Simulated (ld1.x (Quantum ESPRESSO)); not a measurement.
## Before and after: PAW potential for Pb (Z = 82)

```json
{"Element": "lead (Pb)", "Generator": "ld1.x (Quantum ESPRESSO) 7.5", "Type": "PAW", "Functional": "PBE", "Relativity": "scalar-relativistic", "Frozen core": "[Xe] 4f14", "Valence charge": "14", "Reference configuration": "5d10 6s2 6p2", "Partial waves": "6s (bound): rcut 1.40, rcutus 1.90 bohr; 6s channel at 2.65 Ry: rcut 1.40, rcutus 1.90 bohr; 6p (bound): rcut 1.95, rcutus 2.60 bohr; 6p channel at 0.9 Ry: rcut 1.95, rcutus 2.60 bohr; 5d (bound): rcut 1.70, rcutus 2.20 bohr; 5d channel at -1.05 Ry: rcut 1.70, rcutus 2.20 bohr", "Local potential": "all-electron potential smoothed inside 2.10 bohr (lloc = -1)", "Core correction": "Bessel-smoothed model core inside 1.10 bohr", "Augmentation charge": "BG, radius 1.25 bohr"}
```

Change: waves 6s (bound): rcut 1.40, rcutus 2.20 bohr; 6s channel at 2.65 Ry: rcut 1.40, rcutus 2.20 bohr.

Cutoffs: the cutoffs (Ry, on a coarse ladder) from which the occupation-weighted sum of valence levels, in a spherical-Bessel basis at the reference potential, stays within 10 and 1 mRy of its value at 400 Ry; they do not see the model core or the augmentation charge, which bear on the density cutoff. Errors are all-electron minus pseudo energies relative to the spin-unpolarised reference configuration.

Q: What does the change do?

A: The potential gets neither clearly harder nor softer (25 Ry and 40 Ry → 25 Ry and 40 Ry); the d channel sets the loose cutoff, while the largest relative change is in s, which becomes softer; the number of tests with a reliable result goes from 7 to 3 (the test run of the changed file stopped, so its transferability is not established); of the 3 tests that both files solve, the error grows in 1 and shrinks in 1 by more than 15 % and 0.3 meV (median size 3.8 → 2.0 meV); neither file shows a bound ghost.

| quantity | base | changed |
| --- | --- | --- |
| cutoff, loose | 25 Ry | 25 Ry |
| cutoff, tight | 40 Ry | 40 Ry |
| loose cutoff by channel (10 mRy a level) | s 8 Ry, p 6 Ry, d 18 Ry | s 6 Ry, p 6 Ry, d 18 Ry |
| bound ghosts | none | none |
| tests with a reliable result | 7 of 7 | 3 of 7 (the test run stopped) |
| error for 5d10 6s2 6p1, meV [ΔE 6.58 eV] | -2.2 | -2.0 |
| error for 5d10 6s2 6p0, meV [ΔE 20.02 eV] | -3.8 | +0.9 |
| error for 5d10 6s1 6p0, meV [ΔE 52.43 eV] | -16 | +42 |
| s: phases at 2.86 bohr within 0.05 rad from the reference energy up to (Ry; the scan ends near 5) | 3.0 | n/a |
| p: phases at 2.86 bohr within 0.05 rad from the reference energy up to (Ry; the scan ends near 5) | 3.6 | 3.6 |
| d: phases at 2.86 bohr within 0.05 rad from the reference energy up to (Ry; the scan ends near 5) | to the end of the scan | to the end of the scan |
| lowest overlap eigenvalue by channel | s 0.55, p 0.48, d 0.45 | s 0.50, p 0.48, d 0.45 |

Base: ld1.x warns that Blöchl-style (BG) augmentation functions are not a good idea. Changed file: ld1.x warns that Blöchl-style (BG) augmentation functions are not a good idea.
